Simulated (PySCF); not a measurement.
## C₆ coefficients of unlike pairs at UHF

Calculated with PySCF 2.14 from the dipole response of each species, C₆(A,B) = (3/π) ∫ α_A(iu) α_B(iu) du, in atomic units, from isotropic polarisabilities. For ions this is the dispersion term alone; charge-induced terms of lower order in 1/R come first.

| species | configuration | basis | relativity | α (bohr³) | C₆ (like pair) |
| --- | --- | --- | --- | --- | --- |
| Cl²⁺ | [Ne] 3s2 3p3 (4S) | dyall-av2z (13s9p2d) | none | 6.001 | 21.74 |
| N⁺ | [He] 2s2 2p2 (3P) | aug-cc-pwCVTZ (7s6p4d2f) | none | 3.941 | 8.279 |
| Sc³⁺ | [Ar] (1S) | x2c-QZVPPall with one added diffuse shell each of s, p, d, f, g type (12s8p6d4f3g) | spin-free X2C | 2.111 | 5.473 |
| Cu³⁺ | [Ar] 3d8 (3F) | aug-cc-pVTZ-PP with ECP10MDF (6s6p5d3f2g) | core potential | 1.387 | 3.125 |

(1) Estimate C₆ for Sc³⁺ with Cl²⁺.

No spin-orbit coupling is included.

The other pairs:

| pair | C₆ |
| --- | --- |
| Cu³⁺, Sc³⁺ | 4.050 |
| N⁺, Cl²⁺ | 13.40 |
| Sc³⁺, N⁺ | 6.373 |
| Cu³⁺, Cl²⁺ | 7.258 |
| Cu³⁺, N⁺ | 4.509 |

Results:

(1) The integral gives 10.32. The combination rule 2 C_A C_B / (C_A α_B/α_A + C_B α_A/α_B) gives 10.26 and the geometric mean 10.91.
